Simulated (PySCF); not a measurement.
**[OsO3Cl]+ at several levels of theory**

Computed with PySCF 2.14.0 (density fitting, no spin-orbit coupling) at the geometry relaxed with TPSS:

```xyz
5
[OsO3Cl]+ (singlet)
Os    0.0804   -0.0804    0.0804
O     1.0677    0.8836    1.0677
O    -0.8836   -1.0677    1.0677
O     1.0677   -1.0677   -0.8836
Cl   -1.1898    1.1898   -1.1898
```

```json
{"level": "TPSS", "basis": "Os def2-SVP with ECP60, O def2-SVP, Cl def2-SVP", "state": "singlet", "HOMO (eV)": "-15.60", "gap (eV)": "3.51", "charge on Os1 (e)": "1.31", "dipole about the centre of mass (D)": "1.95", "largest force component (eV/Å)": "0.02"}
{"level": "PBE0", "basis": "the same", "state": "singlet", "HOMO (eV)": "-16.92", "gap (eV)": "5.26", "charge on Os1 (e)": "1.35", "dipole about the centre of mass (D)": "2.03", "largest force component (eV/Å)": "1.06"}
{"level": "PBE", "basis": "the same", "state": "singlet", "HOMO (eV)": "-15.44", "gap (eV)": "3.41", "charge on Os1 (e)": "1.20", "dipole about the centre of mass (D)": "2.04", "largest force component (eV/Å)": "0.06"}
{"level": "CAM-B3LYP", "basis": "the same", "state": "singlet", "HOMO (eV)": "-18.14", "gap (eV)": "7.55", "charge on Os1 (e)": "1.33", "dipole about the centre of mass (D)": "1.99", "largest force component (eV/Å)": "1.19"}
{"level": "TPSS", "basis": "Os def2-TZVP with ECP60, O def2-TZVP, Cl def2-TZVP", "state": "singlet", "HOMO (eV)": "-15.39", "gap (eV)": "3.51", "charge on Os1 (e)": "1.49", "dipole about the centre of mass (D)": "2.14", "largest force component (eV/Å)": "0.34"}
{"level": "TPSS", "basis": "Os x2c-SVPall, O x2c-SVPall, Cl x2c-SVPall", "state": "singlet", "HOMO (eV)": "-15.67", "gap (eV)": "3.34", "charge on Os1 (e)": "1.13", "dipole about the centre of mass (D)": "2.04", "largest force component (eV/Å)": "0.46"}
```

Charges are Mulliken's, which hang on the basis. The relaxation used the grid (50, 194), these runs (75, 302) or, all-electron (x2c bases, spin-free X2C Hamiltonian), (99, 590).

Question: What does wB97X with Os def2-SVP with ECP60, O def2-SVP, Cl def2-SVP give here?

Answer: state singlet, HOMO (eV) -19.16, gap (eV) 9.49, charge on Os1 (e) 1.37, dipole about the centre of mass (D) 1.75, largest force component (eV/Å) 1.49. Time: 7.1 s on 2 threads of Arm Neoverse N1 (shared host), from an already converged density.

In the first row's basis the gap widens with exact exchange: 3.4 to 3.5 eV for PBE, TPSS (none); 5.3 eV for PBE0 (a fixed share); 7.6 to 9.5 eV for CAM-B3LYP, wB97X (rising or full at long range).

No frequency check is given that shows the relaxed geometry to be a minimum.
